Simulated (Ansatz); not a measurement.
Cost and result for the atomization energy of `[OH][Ga]1[BH]O[CH2]1` (9 atoms, 9 bonds).

```
atom   x (Å)   y (Å)   z (Å)
  O1   2.256  -1.320   0.583
 Ga2   0.938  -0.221   0.101
  B3   0.106   1.555  -0.673
  O4  -1.118   1.042  -0.457
  C5  -1.108  -0.301   0.125
  H6   1.963  -2.160   0.945
  H7   0.252   2.642  -1.143
  H8  -1.640  -0.971  -0.554
  H9  -1.648  -0.266   1.073
```

Charge 0, multiplicity 1. Correlated methods include outer-core shells of Ga, which these sets cover unevenly. Scalar relativity is left out up to krypton. The structure was optimised at the PBE0-D4/def2-TZVP level. It is one conformer, not always the lowest. Program: Ansatz. All runs use 4 threads of a server CPU on a shared host. Times are those of one run each, without the atoms' runs, and a repeat can differ threefold. Electronic energies, without spin–orbit coupling; frozen cores. CCSD(T)/CBS adds CCSD(T) − MP2 in def2-TZVPP to the MP2 limit, and its time is that of the two runs behind it. T1 = 0.016. With those shells the extrapolation isn't a true limit.

CCSD(T)/CBS is a level of theory with its own doubt, some kJ/mol a heavy atom from the limit and from the frozen cores, so smaller differences don't rank the functionals.

```tsv
level	functions	wall time
LDA (SPW92)/def2-TZVPP	228	1.9 s
revPBE-D4/def2-TZVPP	228	2.4 s
BLYP-D4/def2-TZVPP	228	2.8 s
PBE0-D4/def2-TZVPP	228	3.9 s
BHLYP-D4/def2-TZVPP	228	4 s
CAM-B3LYP-D4/def2-TZVPP	228	4.8 s
r2SCAN-D4/def2-TZVPP (with forces)	228	5.5 s
B2PLYP/def2-TZVPP	228	6.5 s
CCSD(T)/def2-SVP	108	8 s
ωB97M-V/def2-TZVPP (with forces)	228	13 s
MP2/def2-QZVPP	437	28 s
CCSD(T)/def2-TZVPP	228	110 s
CCSD(T)/CBS(def2)	–	2.4 min
```

**Question.** What atomization energy does each give, and how far from CCSD(T)/CBS? (Estimate.)

**Answer.** The calculation gave: 
```json
{"level": "LDA (SPW92)/def2-TZVPP", "atomization (kJ/mol)": "3876.1", "difference from CCSD(T)/CBS": "562.6", "per bond": "62.5"}
{"level": "revPBE-D4/def2-TZVPP", "atomization (kJ/mol)": "3291.2", "difference from CCSD(T)/CBS": "-22.3", "per bond": "-2.5"}
{"level": "BLYP-D4/def2-TZVPP", "atomization (kJ/mol)": "3303.2", "difference from CCSD(T)/CBS": "-10.3", "per bond": "-1.1"}
{"level": "PBE0-D4/def2-TZVPP", "atomization (kJ/mol)": "3306.7", "difference from CCSD(T)/CBS": "-6.8", "per bond": "-0.8"}
{"level": "BHLYP-D4/def2-TZVPP", "atomization (kJ/mol)": "3153.7", "difference from CCSD(T)/CBS": "-159.8", "per bond": "-17.8"}
{"level": "CAM-B3LYP-D4/def2-TZVPP", "atomization (kJ/mol)": "3314.9", "difference from CCSD(T)/CBS": "1.4", "per bond": "0.2"}
{"level": "r2SCAN-D4/def2-TZVPP (with forces)", "atomization (kJ/mol)": "3334.0", "difference from CCSD(T)/CBS": "20.5", "per bond": "2.3"}
{"level": "B2PLYP/def2-TZVPP", "atomization (kJ/mol)": "3272.4", "difference from CCSD(T)/CBS": "-41.1", "per bond": "-4.6"}
{"level": "CCSD(T)/def2-SVP", "atomization (kJ/mol)": "3120.3", "difference from CCSD(T)/CBS": "-193.2", "per bond": "-21.5"}
{"level": "ωB97M-V/def2-TZVPP (with forces)", "atomization (kJ/mol)": "3311.3", "difference from CCSD(T)/CBS": "-2.2", "per bond": "-0.2"}
{"level": "MP2/def2-QZVPP", "atomization (kJ/mol)": "3383.4", "difference from CCSD(T)/CBS": "69.9", "per bond": "7.8"}
{"level": "CCSD(T)/def2-TZVPP", "atomization (kJ/mol)": "3229.1", "difference from CCSD(T)/CBS": "-84.4", "per bond": "-9.4"}
{"level": "CCSD(T)/CBS(def2)", "atomization (kJ/mol)": "3313.5", "difference from CCSD(T)/CBS": "0.0", "per bond": "0.0"}
```

Leaving LDA and LC-ωPBE aside and taking each functional with its dispersion term where it has one, the values, not all of them listed here, spread over 247.5 kJ/mol, from BHLYP-D4 to PBE-D4. LDA lies +492.0 kJ/mol from PBE without D4, its usual overbinding. The D4 term adds +27.8 kJ/mol with B3LYP and +14.4 kJ/mol with PBE0; it sums over pairs of atoms, weighted by their polarisabilities, and B3LYP, whose exchange is more repulsive, gets the larger term. At CCSD(T), def2-SVP lies −193.2 kJ/mol from the extrapolated value and def2-TZVPP −84.4 kJ/mol: correlation converges slowly with the basis, and small sets miss more of it in the bonded molecule than in its fragments.

B3LYP here is the variant with VWN-RPA as its local correlation; programs differ in this.
